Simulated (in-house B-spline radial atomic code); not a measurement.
Results of a calculation; reference values are marked as such.
**Se ion on N atom: potential, deflection and energy transfer**

The pair potential comes from two frozen, spherical free-atom densities (PBE, B-spline radial code, scalar-relativistic past argon): electrostatics plus the change in Thomas-Fermi kinetic and Dirac exchange energy where they overlap, the recipe behind the universal ZBL potential, which averages such potentials (from solid-state densities) over many pairs. It is written V = (Z1 Z2 e²/r) φ(r/a), with e² = 14.3996 eV·Å and a = 0.46850 Å/(Z1^0.23 + Z2^0.23); ZBL's fit is φ = 0.18175 e^(−3.1998x) + 0.50986 e^(−0.94229x) + 0.28022 e^(−0.4029x) + 0.02817 e^(−0.20162x). Where φ falls below 4e-4 it is continued as an exponential.

Masses 78.97 and 14.01 u.

```json
{"x = r/a": "0.1", "φ, this pair": "0.8905", "φ, ZBL": "0.8928"}
{"x = r/a": "0.25", "φ, this pair": "0.7706", "φ, ZBL": "0.7647"}
{"x = r/a": "0.5", "φ, this pair": "0.6213", "φ, ZBL": "0.6096"}
{"x = r/a": "1", "φ, this pair": "0.4298", "φ, ZBL": "0.4164"}
{"x = r/a": "1.5", "φ, this pair": "0.3107", "φ, ZBL": "0.2995"}
{"x = r/a": "2", "φ, this pair": "0.231", "φ, ZBL": "0.2218"}
{"x = r/a": "3", "φ, this pair": "0.1356", "φ, ZBL": "0.1292"}
{"x = r/a": "4", "φ, this pair": "0.08494", "φ, ZBL": "0.08026"}
{"x = r/a": "5", "φ, this pair": "0.05698", "φ, ZBL": "0.05224"}
{"x = r/a": "6.5", "φ, this pair": "0.03305", "φ, ZBL": "0.02914"}
{"x = r/a": "8", "φ, this pair": "0.01916", "φ, ZBL": "0.01705"}
{"x = r/a": "10", "φ, this pair": "0.00938", "φ, ZBL": "0.008778"}
{"x = r/a": "12", "φ, this pair": "0.004851", "φ, ZBL": "0.00474"}
{"x = r/a": "14.5", "φ, this pair": "0.002261", "φ, ZBL": "0.002328"}
{"x = r/a": "17", "φ, this pair": "0.001058", "φ, ZBL": "0.001212"}
```

At x = 1 the electrostatic, kinetic and exchange parts are 8853.06, 3295.87 and -153.93 eV. Find r, V and φ.

a = 0.46850/(2.2503 + 1.5645) = 0.12281 Å, so r = 0.12281 Å. V = 8853.06 + 3295.87 + (-153.93) = 11995.00 eV. The bare repulsion is 34 × 7 × 14.3996/0.12281 = 27905 eV, so φ = 0.4298, +3.2 % against ZBL's 0.4164. The kinetic (Pauli) term is 27 % of V here.

The ion comes in at 18.52 keV with impact parameter 0.0614 Å. The scattering integral gives a centre-of-mass angle of 140.6° and a closest approach of 2.19 a. What are the reduced energy, the energy passed on and the laboratory angles?

ε = E a M2/(Z1 Z2 e² (M1 + M2)) = 18520 × 5.3996e-06 = 0.1. The most that one collision can pass on is γE with γ = 4 M1 M2/(M1 + M2)² = 0.5119. Here T = γE sin²(θ/2) = 0.5119 × 18520 × 0.8862 = 8401 eV. The ion turns by arctan(sin θ/(cos θ + M1/M2)) = 7.4°, and the struck atom leaves at (180° − θ)/2 = 19.7°. The closest approach is 0.269 Å. With ZBL the angle would be 139.86° and T = 8364 eV.
